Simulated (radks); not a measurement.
Values are calculated unless marked as measured or tabulated.
Er20+, 48 electrons, occupied as [Kr] 4d10 4f2.

Code: a radial shooting solver on a logarithmic mesh with Libxc functionals. Model: Dirac Kohn-Sham, PBE, spin-unpolarised, spherical densities, finite nucleus; open shells fill j = l - 1/2 first; Fermi nuclear charge, rms radius 5.2516 fm.

Energy parts (eV):
total: -352372.21
kinetic: 389279.22
electron-nucleus: -844909.30
Hartree: 110293.70
exchange-correlation: -7035.83

Orbitals (lengths in bohr, moments of r in powers of bohr; r(max) is where P^2 peaks):
| orbital | occ. | eigenvalue (eV) | r(max) | <r^2> | <r^4> |
|---|---|---|---|---|---|
| 1s1/2 | 2 | -57836.24 | 0.01286 | 0.0005680 | 8.648e-07 |
| 2s1/2 | 2 | -10164.78 | 0.07342 | 0.008781 | 0.0001340 |
| 2p1/2 | 2 | -9707.642 | 0.05513 | 0.006333 | 0.00008200 |
| 2p3/2 | 4 | -8791.240 | 0.06135 | 0.007554 | 0.0001120 |
| 3s1/2 | 2 | -2705.289 | 0.2074 | 0.05778 | 0.005039 |
| 3p1/2 | 2 | -2504.900 | 0.1950 | 0.05346 | 0.004519 |
| 3p3/2 | 4 | -2311.903 | 0.2079 | 0.06021 | 0.005680 |
| 3d3/2 | 4 | -1968.937 | 0.1643 | 0.04744 | 0.003987 |
| 3d5/2 | 6 | -1926.845 | 0.1679 | 0.04931 | 0.004276 |
| 4s1/2 | 2 | -941.6206 | 0.4666 | 0.2704 | 0.1039 |
| 4p1/2 | 2 | -859.9525 | 0.4669 | 0.2770 | 0.1112 |
| 4p3/2 | 4 | -811.4153 | 0.4918 | 0.3058 | 0.1349 |
| 4d3/2 | 4 | -675.7502 | 0.4870 | 0.3188 | 0.1539 |
| 4d5/2 | 6 | -666.1507 | 0.4944 | 0.3279 | 0.1624 |
| 4f5/2 | 2 | -499.7107 | 0.4422 | 0.3319 | 0.1863 |
| 4f7/2 | 0 | -497.6372 | 0.4451 | 0.3357 | 0.1902 |

The highest occupied level is 4f5/2 at -499.71 eV. Summed over all electrons, <r^2> = 7.235 bohr^2, which gives a Langevin (diamagnetic) susceptibility term of -5.73 x 10^-6 cm^3/mol. The density falls to 0.001 e/bohr^3 at r = 1.50 bohr.
